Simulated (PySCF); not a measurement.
C2H7Al, triplet, at a GFN2-xTB geometry (such geometries of metal compounds can be far from the true shape) (a higher spin typed on purpose: for a closed-shell molecule this is an excited state). Base run: SVWN5/6-31G** (PySCF).

The PySCF input:
```python
from pyscf import gto, scf, dft

mol = gto.M(
    atom='''
Al    0.409585   -0.183141   -0.805116
C    -0.580976   -1.242085    0.751100
H    -0.376977   -2.265415    0.446223
H    -1.649395   -1.049269    0.748684
H    -0.150664   -1.050988    1.728693
C    -0.156995    1.518209    0.338901
H     0.325002    2.304755   -0.236247
H     0.240653    1.496650    1.348250
H    -1.233952    1.655441    0.344786
H     1.948551   -0.367078   -0.453892
''',
    basis='6-31g**',
    charge=0,
    spin=2,
    verbose=4,
)

mf = dft.UKS(mol)
mf.xc = 'lda,vwn'
mf.kernel()
```

Each row names what was changed in the base input (with any setting that the change needs).

```json
[
 {"change": "base", "E (Eh)": "-320.85964", "HOMO (eV)": "-3.88", "dipole (D)": "2.20", "<S^2>": "2.002", "core-seconds (rough)": "10"},
 {"change": "functional = bp86", "E (Eh)": "-322.73564", "HOMO (eV)": "-4.02", "dipole (D)": "2.14", "<S^2>": "2.003", "core-seconds (rough)": "10"},
 {"change": "functional = pw6b95", "E (Eh)": "-323.04613", "HOMO (eV)": "-4.88", "dipole (D)": "2.06", "<S^2>": "2.005", "core-seconds (rough)": "10"},
 {"change": "functional = mn15", "E (Eh)": "-322.46757", "HOMO (eV)": "-4.88", "dipole (D)": "2.11", "<S^2>": "2.004", "core-seconds (rough)": "20"},
 {"change": "functional = m06l", "E (Eh)": "-322.69611", "HOMO (eV)": "-4.07", "dipole (D)": "1.96", "<S^2>": "2.007", "core-seconds (rough)": "20"},
 {"change": "functional = scan", "E (Eh)": "-322.68878", "HOMO (eV)": "-4.25", "dipole (D)": "2.09", "<S^2>": "2.008", "core-seconds (rough)": "20"},
 {"change": "functional = pbe; dispersion = d4", "E (Eh)": "-322.45937", "HOMO (eV)": "-3.93", "dipole (D)": "2.15", "<S^2>": "2.003", "core-seconds (rough)": "10"},
 {"change": "functional = camb3lyp", "E (Eh)": "-322.65894", "HOMO (eV)": "-6.03", "dipole (D)": "2.07", "<S^2>": "2.009", "core-seconds (rough)": "40"},
 {"change": "functional = pbe", "E (Eh)": "-322.45390", "HOMO (eV)": "-3.93", "dipole (D)": "2.15", "<S^2>": "2.003", "core-seconds (rough)": "10"},
 {"change": "functional = b97-1", "E (Eh)": "-322.66320", "HOMO (eV)": "-4.56", "dipole (D)": "2.14", "<S^2>": "2.005", "core-seconds (rough)": "20"},
 {"change": "functional = hse06", "E (Eh)": "-322.51830", "HOMO (eV)": "-4.53", "dipole (D)": "2.10", "<S^2>": "2.007", "core-seconds (rough)": "40"},
 {"change": "functional = wb97x_v", "E (Eh)": "-322.64132", "HOMO (eV)": "-6.94", "dipole (D)": "2.09", "<S^2>": "2.009", "core-seconds (rough)": "200"},
 {"change": "functional = mn12l", "E (Eh)": "-322.56117", "HOMO (eV)": "-3.56", "dipole (D)": "2.15", "<S^2>": "2.006", "core-seconds (rough)": "30"}
]
```

Total energies compare only within one method and basis.

Open shells are given as the SCF converged; they aren't shown to be the lowest states, and a large step between rows can be another state.
